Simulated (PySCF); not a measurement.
# 31P chemical shifts

- shielding tensors at PBE0/pcSseg-1 (GIAO)
- structure optimised with GFN2-xTB
- program: PySCF
- relativity neglected, no solvent model, equivalent nuclei averaged, one conformer

Shieldings were converted by a linear fit to measured shifts: 31P: δ = 270.09 − 0.828σ (rms 18.1 ppm, 64 shifts vs H3PO4, solution or neat liquid). Occasional misses reach two or three times the rms, and more in compound classes unlike the fitted ones.

Question: Give the 31P shifts of `OCCC/P=P/CO`, `Cc1cpcpc1Cl`, `COc1pccc(C)p1`, `CC(C)(C)c1pcpcp1`, `Cc1pcpc(C(C)C)p1`.

Answer: 
```json
{"compound": "[OH:1][CH2:2][CH2:3][CH2:4]/[P:5]=[P:6]/[CH2:7][OH:8]", "environment": "P5: phosphorus bonded to C, P", "δ (ppm)": "523.7"}
{"compound": "[OH:1][CH2:2][CH2:3][CH2:4]/[P:5]=[P:6]/[CH2:7][OH:8]", "environment": "P6: phosphorus bonded to C, P", "δ (ppm)": "375.4"}
{"compound": "[CH3:1][c:2]1[cH:3][p:4][cH:5][p:6][c:7]1[Cl:8]", "environment": "P6: phosphorus bonded to 2 C, in a 6-membered ring", "δ (ppm)": "226.4"}
{"compound": "[CH3:1][c:2]1[cH:3][p:4][cH:5][p:6][c:7]1[Cl:8]", "environment": "P4: phosphorus bonded to 2 C, in a 6-membered ring", "δ (ppm)": "220.1"}
{"compound": "[CH3:1][O:2][c:3]1[p:4][cH:5][cH:6][c:7]([CH3:8])[p:9]1", "environment": "P9: phosphorus bonded to 2 C, in a 6-membered ring", "δ (ppm)": "176.9"}
{"compound": "[CH3:1][O:2][c:3]1[p:4][cH:5][cH:6][c:7]([CH3:8])[p:9]1", "environment": "P4: phosphorus bonded to 2 C, in a 6-membered ring", "δ (ppm)": "129.1"}
{"compound": "[CH3:1][C:2]([CH3:3])([CH3:4])[c:5]1[p:6][cH:7][p:8][cH:9][p:10]1", "environment": "P6/10: phosphorus bonded to 2 C, in a 6-membered ring (×2)", "δ (ppm)": "228.2"}
{"compound": "[CH3:1][C:2]([CH3:3])([CH3:4])[c:5]1[p:6][cH:7][p:8][cH:9][p:10]1", "environment": "P8: phosphorus bonded to 2 C, in a 6-membered ring", "δ (ppm)": "211.6"}
{"compound": "[CH3:1][c:2]1[p:3][cH:4][p:5][c:6]([CH:7]([CH3:8])[CH3:9])[p:10]1", "environment": "P10: phosphorus bonded to 2 C, in a 6-membered ring", "δ (ppm)": "226.7"}
{"compound": "[CH3:1][c:2]1[p:3][cH:4][p:5][c:6]([CH:7]([CH3:8])[CH3:9])[p:10]1", "environment": "P5: phosphorus bonded to 2 C, in a 6-membered ring", "δ (ppm)": "217.9"}
{"compound": "[CH3:1][c:2]1[p:3][cH:4][p:5][c:6]([CH:7]([CH3:8])[CH3:9])[p:10]1", "environment": "P3: phosphorus bonded to 2 C, in a 6-membered ring", "δ (ppm)": "217.8"}
```

Question: Order these by 31P shift, lowest first.
A. C[P@@](=O)(O)C(F)=C(F)F
B. CC(C)c1cc(Cl)ccp1
C. C#Cc1ccc(CC)cp1
D. Cc1cc2ccccc2[pH]1
E. Cc1cpc(F)nc1C=O

Answer: D (-54.2 ppm, ring phosphorus), A (25.2 ppm, phosphorus bonded to 2 C, 2 O), E (162.3 ppm, phosphorus bonded to 2 C, in a 6-membered ring), B (182.1 ppm, phosphorus bonded to 2 C, in a 6-membered ring), C (223.1 ppm, phosphorus bonded to 2 C, in a 6-membered ring).
